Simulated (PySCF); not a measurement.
Calculation: PySCF with PBE-D3(BJ)/def2-TZVP // BP86-D3(BJ)/def2-SVP. Gas-phase values, no solvent. One relaxed conformer stands for a flexible species; it need not be the lowest. 

Reference species: [Cd(Cl)2] (neutral, multiplicity 1).

```
Property                                                       Result
------------------------------------------------------------  -------
mean distance from the central atom to its bonded neighbours  2.288 Å
HOMO–LUMO gap                                                 4.30 eV
```

Changed species: [Cd(Cl)(NH2)] (1 of 2 Cl replaced by NH2; the reference has 0 of 2 Cl replaced by NH2).

Predict the effect on the mean distance from the central atom to its bonded neighbours and HOMO–LUMO gap.

the mean distance from the central atom to its bonded neighbours falls by 0.123 Å, to 2.165 Å; the HOMO–LUMO gap drops by 0.43 eV, to 3.87 eV.
